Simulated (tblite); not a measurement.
C5H9FO2Si.
Atom-mapped SMILES: `[O:1]=[C:2]1[CH2:3][O:4][C@@H:5]([CH2:6][CH2:7][F:8])[SiH2:9]1` (hydrogens: H10, H11 on C3; H12 on C5; H13, H14 on C6; H15, H16 on C7; H17, H18 on Si9)

Cartesian coordinates in Å at the GFN2-xTB level; atoms count from 1:
```xyz
18
C5H9FO2Si angstrom
O     -3.5506    0.2702    0.7850
C     -2.4249    0.2316    0.3581
C     -2.0786    0.3157   -1.1207
O     -0.7138    0.5808   -1.2997
C      0.1010   -0.2019   -0.4196
C      1.5235    0.3373   -0.5074
C      2.4656   -0.4492    0.3844
F      2.0766   -0.3432    1.7033
Si    -0.7539   -0.0155    1.2917
H     -2.3567   -0.6530   -1.5714
H     -2.6375    1.1058   -1.6257
H      0.0959   -1.2473   -0.7761
H      1.8837    0.2791   -1.5360
H      1.5223    1.3859   -0.2077
H      3.4878   -0.0641    0.3297
H      2.4525   -1.5173    0.1456
H     -0.7390   -1.2283    2.0970
H     -0.3626    1.2195    1.9577
```

Method: GFN2-xTB as coded in tblite; computed harmonic values from a numerical Hessian at the method's own geometry, unscaled. This tight-binding method is rough: wavenumbers can miss measured ones by several per cent, in bad cases by 10 to 20. Modes of hydrogen on silicon can be 10 to 20 % off. One conformer, not necessarily the lowest.

Harmonic wavenumbers (cm⁻¹): 61.2, 64.0, 92.9, 164.0, 199.5, 250.1, 324.6, 360.9, 370.8, 380.9, 498.5, 511.8, 528.4, 593.8, 621.9, 655.2, 677.9, 727.8, 856.3, 873.3, 922.8, 990.5, 1009.6, 1024.2, 1077.2, 1093.0, 1124.2, 1151.3, 1182.1, 1220.9, 1251.9, 1264.7, 1287.7, 1324.2, 1334.0, 1418.7, 1444.9, 1474.0, 1770.0, 2326.3, 2339.6, 2794.2, 2819.6, 2950.0, 2961.5, 2980.3, 2986.9, 3005.2.

A = 2832, B = 874.3, C = 695.2 MHz; mass 148.036 u (most abundant isotopes); point group C1, symmetry number 1.

**Question.** Zero-point energy?

**Answer.** ½Σν̃ = 28672 cm⁻¹ = 342.99 kJ/mol.

**Question.** Give the ideal-gas entropy at 298.15 K and 1 bar in the rigid-rotor, harmonic-oscillator model (classical rotation).

**Answer.** Translation 171.18, rotation 123.91, vibration 117.97: S = 413.1 J/(mol K).

**Question.** And Cp and H(298.15 K) − H(0)?

**Answer.** Cp = 163.43 J/(mol K), of which vibrations give 130.17 (their classical limit is 48 R = 399.1); H(298.15 K) − H(0) = 28.93 kJ/mol without the zero-point energy, 19.01 from vibrations.

**Question.** Blend soft modes into free rotors: weight 1/[1 + (100 cm⁻¹/ν̃)⁴] for the oscillator and the rest for a rotor with moment μB/(μ + B), μ = h/(8π²ν), B = 10⁻⁴⁴ kg m². What vibrational entropy results?

**Answer.** 108.75 J/(mol K) in place of 117.97, which changes −T·S at 298.15 K by +2.75 kJ/mol.

**Question.** What must be added to the electronic energy to get the Gibbs energy at 298.15 K and 1 bar?

**Answer.** ZPE + [H(298.15 K) − H(0)] − T·S = 342.99 + 28.93 − 123.15 = 248.77 kJ/mol.

Hindered rotation and anharmonicity are outside this model. Other conformers, if any are populated, would add a mixing term that is left out. The structure is chiral; the term R ln 2 for an equal mix with its mirror image is left out.
